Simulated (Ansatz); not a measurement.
Born–Oppenheimer molecular dynamics of ClGaH₂O₂ (6 atoms, charge 0, multiplicity 1). It starts from a relaxed structure.

Computed with RKS PBE-D4/def2-SVP (Ansatz).

```json
{
  "ensemble": "NVE (velocity Verlet)",
  "time step": "0.5 fs",
  "steps asked": "300",
  "starting velocities drawn for": "3000 K",
  "masses": "H 3.016 u",
  "seed": "656370"
}
```

First frame:

```xyz
6
Properties=species:S:1:pos:R:3
Ga 0.016 -0.117 -0.031
O 0.027 -0.087 1.764
H -0.863 -0.217 2.142
Cl 1.890 0.185 -1.014
O -1.418 -0.374 -1.081
H -2.233 -0.517 -0.565
```

Question: How far do the bonds stretch over the last three quarters of this one trajectory? (Pairs bonded in most of those frames.)

Answer: 
```
   bond  mean (Å)  spread (Å)  shortest  longest
 Ga1–O2     1.815       0.064      1.70     1.91
Ga1–Cl4     2.201       0.104      2.03     2.35
 Ga1–O5     1.813       0.015      1.79     1.84
  O2–H3     1.029       0.117      0.84     1.18
  O5–H6     0.994       0.025      0.95     1.04
```

Mean temperature of the second half: 1714 K. The conserved energy stayed within 1.7 meV per atom of its start (net change 0.87 meV per atom), so the integration is sound. Over the second half the temperature averaged 0.57 of the 3000 K drawn at the start: a run that starts near a minimum puts about half its kinetic energy into the potential. A run of 0.15 ps of so small a system gives no equilibrium averages.

The run took 5.5 min on 1 thread of Intel(R) Xeon(R) 6975P-C (Granite Rapids), with other jobs on the host, peak memory 0.14 GiB.
